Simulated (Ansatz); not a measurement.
Reaction (atomization): `Br[SiH]1NCO1` → Br• + C• + 4 H• + N• + O• + Si•

Computed with Ansatz on PBE0-D4/def2-TZVP structures; ΔE is electronic, products minus reactants. CBS: MP2 limit from def2 TZ/QZ plus the TZ coupled-cluster correction, frozen cores. This one scheme is used for every species, atoms too. For atomizations the MP2-based limit and the directly extrapolated one differ by several kJ/mol either way, and by 10 to 25 for some Ge, Se and Sn compounds, so smaller differences from it don't rank the levels. DFT in def2-TZVPP. B3LYP here is the variant with VWN-RPA as its local correlation; programs differ in this. Open shells (•) are unrestricted, without spin–orbit coupling. Spin–orbit coupling would lower the free atoms: a little for C, O, Si; clearly for Br. For Br outer-core shells are correlated without core-valence functions, so the limit isn't a true one: a few kJ/mol of doubt a bond, and 10 to 20 or more in all where bonds break to atoms. Scalar relativity is left out up to krypton.

`Br[SiH]1NCO1`:

```xyz
9

Br   -1.261    2.393    0.955
Si   -0.544    0.841   -0.456
N     0.967    0.113   -0.120
C     0.231   -1.110    0.219
O    -1.092   -0.697   -0.166
H    -0.824    1.387   -1.796
H     1.730    0.409    0.464
H     0.262   -1.365    1.284
H     0.530   -1.971   -0.385
```

```
             level  ΔE (eV)  difference from CCSD(T)/CBS
            PBE-D4    35.34                         0.72
           PBE0-D4    34.54                        -0.08
               PBE    35.10                         0.48
             B3LYP    33.98                        -0.64
           r2SCAN0    33.81                        -0.81
SCS-MP2/def2-TZVPP    34.06                        -0.56
   CCSD/def2-TZVPP    32.76                        -1.86
     HF/def2-QZVPP    23.81                       -10.81
      HF/CBS(def2)    23.82                       -10.80
    CCSD/CBS(def2)    33.97                        -0.65
       CCSD(T)/CBS    34.62                            0
```

Largest T1 diagnostic among the species: 0.012.

At CCSD(T), def2-SVP lies −2.90 eV from the extrapolated value and def2-TZVPP −1.21 eV: correlation converges slowly with the basis, and small sets miss more of it in the bonded molecule than in its fragments. From PBE to PBE0 (25 % exact exchange), in def2-TZVPP and without D4, ΔE moves by −0.76 eV: exact exchange takes away binding that semilocal exchange gives to molecules. In def2-TZVPP, CCSD(T) changes the Hartree–Fock value by +9.67 eV (the triples alone add +0.65 eV) and MP2 by +10.61 eV; breaking electron pairs costs correlation energy, which Hartree–Fock lacks.
